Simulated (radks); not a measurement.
Spherical quantum dot in the effective-mass picture: electrons in a parabolic well V = omega^2 r^2 / 2 with omega = 0.616, with a point charge +1 (a donor) at the centre, all in effective atomic units (hartree* = m*/eps^2 hartree, bohr* = eps/m* bohr), one dielectric constant everywhere. Calculated with a radial shooting solver with Libxc functionals: non-relativistic Kohn-Sham, PBE, spin-polarised, spherical densities. Levels are named by radial order and angular momentum (1s, 1p, 1d, 2s, ...), and open shells are averaged over m. Results are scaled to m* = 0.08 and eps = 10.6, for which hartree* = 19.37 meV and bohr* = 7.012 nm. Each electron was tried in the lowest free levels, single moves between levels near the top were tried too, and the lowest total energy was kept; such a search can miss a lower state. At N = 1 the Hartree and exchange-correlation terms need not cancel, so that row can carry a self-interaction error.

| N | open shells | 2S | E (meV) | addition energy mu(N+1) - mu(N) (meV) | e(HOMO) (meV) | rms radius (nm) |
|---|---|---|---|---|---|---|
| 1 | 1s(up 1, down 0) | 1 | -3.04018 | 15.33 | 3.1055 | 8.159 |
| 2 | none | 0 | 9.25459 | 24.96 | 17.440 | 9.189 |
| 3 | 1p(up 1, down 0) | 1 | 46.5126 | 7.238 | 40.820 | 11.41 |
| 4 | 1p(up 2, down 0) | 2 | 91.0084 | 7.345 | 48.181 | 12.64 |
| 5 | 1p(up 3, down 0) | 3 | 142.849 | 9.386 | 55.477 | 13.53 |
| 6 | 1p(up 3, down 1) | 2 | 204.076 | 6.374 | 64.376 | 14.30 |
| 7 | 1p(up 3, down 2) | 1 | 271.678 | 6.470 | 70.839 | 14.95 |
| 8 | none | 0 | 345.749 | 12.00 | 77.292 | 15.53 |
| 9 | 2s(up 1, down 0) | 1 | 431.819 | 6.851 | 89.017 | 16.25 |
| 10 | none | 0 | 524.739 | 7.271 | 95.830 | 16.88 |
| 11 | 1d(up 1, down 0) | 1 | 624.931 | 5.468 | 102.93 | 17.44 |
| 12 | 1d(up 2, down 0) | 2 | 730.590 | 5.421 | 108.38 | 17.96 |
| 13 | 1d(up 3, down 0) | 3 | 841.671 | 5.363 | 113.77 | 18.42 |
| 14 | 1d(up 4, down 0) | 4 | 958.115 | 5.299 | 119.10 | 18.85 |
| 15 | 1d(up 5, down 0) | 5 | 1079.86 | 6.584 | 124.37 | 19.26 |
| 16 | 1d(up 5, down 1) | 4 | 1208.18 | 4.995 | 130.83 | 19.65 |
| 17 | 1d(up 5, down 2) | 3 | 1341.51 | 4.969 | 135.81 | 20.02 |
| 18 | 1d(up 5, down 3) | 2 | 1479.80 | 4.932 | 140.76 | 20.37 |
| 19 | 1d(up 5, down 4) | 1 | 1623.02 | 4.889 | 145.67 | 20.70 |
| 20 | none | 0 | 1771.13 | 11.13 | 150.54 | 21.02 |
| 21 | 1f(up 1, down 0) | 1 | 1930.37 | 4.542 | 161.52 | 21.39 |
| 22 | 1f(up 2, down 0) | 2 | 2094.15 | 4.515 | 166.05 | 21.74 |
| 23 | 1f(up 3, down 0) | 3 | 2262.45 | 4.484 | 170.54 | 22.07 |
| 24 | 1f(up 4, down 0) | 4 | 2435.23 | 4.452 | 175.01 | 22.39 |
| 25 | 1f(up 5, down 0) | 5 | 2612.47 | 4.419 | 179.45 | 22.69 |
| 26 | 1f(up 6, down 0) | 6 | 2794.12 | 4.385 | 183.85 | 22.98 |
| 27 | 1f(up 7, down 0) | 7 | 2980.16 | 5.509 | 188.22 | 23.26 |
| 28 | 1f(up 7, down 1) | 6 | 3171.70 | 4.226 | 193.66 | 23.54 |
| 29 | 1f(up 7, down 2) | 5 | 3367.48 | 4.207 | 197.88 | 23.80 |
| 30 | 1f(up 7, down 3) | 4 | 3567.46 | 4.186 | 202.08 | 24.06 |
| 31 | 1f(up 7, down 4) | 3 | 3771.62 | 4.163 | 206.25 | 24.31 |
| 32 | 1f(up 7, down 5) | 2 | 3979.95 | 4.138 | 210.40 | 24.56 |
| 33 | 1f(up 7, down 6) | 1 | 4192.42 | 4.113 | 214.53 | 24.80 |
| 34 | none | 0 | 4409.00 | 5.037 | 218.63 | 25.03 |
| 35 | 2p(up 1, down 0) | 1 | 4630.61 | 4.113 | 223.67 | 25.26 |
| 36 | 2p(up 2, down 0) | 2 | 4856.34 | 4.115 | 227.79 | 25.48 |
| 37 | 2p(up 3, down 0) | 3 | 5086.18 | 4.937 | 231.90 | 25.70 |
| 38 | 2p(up 3, down 1) | 2 | 5320.96 | 3.990 | 236.77 | 25.92 |
| 39 | 2p(up 3, down 2) | 1 | 5559.73 | 3.999 | 240.77 | 26.13 |
| 40 | none | 0 | 5802.50 | 6.935 | 244.77 | 26.34 |
| 41 | 1g(up 1, down 0) | 1 | 6052.21 | 3.787 | 251.60 | 26.56 |
| 42 | 1g(up 2, down 0) | 2 | 6305.70 | 3.769 | 255.38 | 26.77 |
| 43 | 1g(up 3, down 0) | 3 | 6562.96 | - | 259.14 | 26.98 |

All shells are closed at N = 2, 8, 10, 20, 34, 40 (there: 1s2 1p6 1d10 2s2 1f14 2p6); the second difference of the energy has clear peaks (12 % above both neighbours; the first and last values, which can be the largest, are not judged, and half-filled shells can peak too) at N = 2, 5, 8, 15, 20, 27, 34, 37, 40.
